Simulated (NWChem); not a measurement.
System: CH3GeNO2; SMILES N#C[O][GeH2][OH]

```xyz
8

N      0.7524     2.6039     0.4211
C      0.0816     1.7657    -0.0286
O     -0.6504     0.8459    -0.5252
Ge    -0.4004    -0.9065     0.0053
O      1.2830    -1.2978    -0.2890
H     -1.2498    -1.6914    -0.9807
H     -0.7715    -0.9184     1.4920
H      1.9108    -0.8479     0.2892
```
Atoms are numbered in this order, from 1.

Program: NWChem. Structure relaxed at the PBE0/def2-SVP level. B3LYP is NWChem's, with the RPA form of VWN correlation. Static field.

```csv
level,isotropic polarisability (bohr³),anisotropy (bohr³)
PBE/def2-SVPD,54.8,22.4
B3LYP/def2-SVPD,52.7,21.0
"LDA (Slater exchange, VWN5)/def2-SVPD",?,22.6
```

Problem. What belongs in the gaps?

Solution. 
- LDA (Slater exchange, VWN5)/def2-SVPD, isotropic polarisability (bohr³): 55.4
